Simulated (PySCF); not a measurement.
Tautomers of CC(=O)S. Isolated molecules, 0 K electronic values unless said otherwise. One relaxed conformer stands for each flexible species; it need not be the lowest. Strings in code marks are SMILES.

The vertical ionisation energy (Delta-SCF) from two functionals at the same geometries (B3LYP-D3(BJ)/def2-TZVP), both in PySCF: PBE-D3(BJ)/def2-TZVP and TPSSh-D3(BJ)/def2-TZVP. Delta-SCF ions had no search for a lower state. 

```tsv
species	TPSSh-D3(BJ)/def2-TZVP (eV)
`C(S)(=O)C` (O–C–S–H torsion 180°)	9.85
`C=C(O)S` (S–C–O–H torsion 180°, O–C–S–H torsion -180°)	8.42
`CC(O)=S` (S–C–O–H torsion 0°)	8.98
```

Task: What does PBE-D3(BJ)/def2-TZVP give for each?

Result: 
- `C(S)(=O)C` (O–C–S–H torsion 180°): 9.81
- `C=C(O)S` (S–C–O–H torsion 180°, O–C–S–H torsion -180°): 8.41
- `CC(O)=S` (S–C–O–H torsion 0°): 8.98
Over these rows, drawn at random from the members with no instability flagged (it was tested for open shells, ions and some series alone), PBE minus TPSSh-D3(BJ): mean -0.02 eV, from -0.04 eV to 0.00 eV.
